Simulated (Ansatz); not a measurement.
Mulliken charges of B$_{2}$H$_{5}$NSi (`B1NB[SiH2]1`) from r2SCAN/def2-TZVPP in Ansatz (PBE0-D4/def2-TZVP geometry).

| atom | x (Å) | y (Å) | z (Å) | charge (e) |
| --- | --- | --- | --- | --- |
| B1 | -0.801 | 0.675 | -0.524 | 0.007 |
| N2 | 0.522 | 1.077 | -0.162 | -0.121 |
| B3 | 1.170 | -0.158 | 0.150 | 0.007 |
| Si4 | -0.597 | -1.109 | 0.409 | 0.095 |
| H5 | -1.515 | 1.316 | -1.238 | 0.010 |
| H6 | 0.966 | 1.964 | -0.364 | 0.154 |
| H7 | 2.353 | -0.319 | 0.085 | 0.010 |
| H8 | -0.947 | -2.423 | -0.195 | -0.091 |
| H9 | -1.064 | -1.070 | 1.822 | -0.071 |

By hand: the dipole of these point charges (1 e Å = 4.8032 D).

Σ q r = (0.202, 0.377, -0.123) e Å, of length 0.445 e Å = 2.14 D.

How does the dipole of the full density compare? (Best estimate.)

Computed: (0.170, 0.328, -0.093) e Å, 1.83 D; the point charges give 1.17 times that, at 2° from its direction.

Point charges leave out the atoms' own dipoles, such as those of lone pairs, and Mulliken's split depends on the basis, so the two needn't agree.
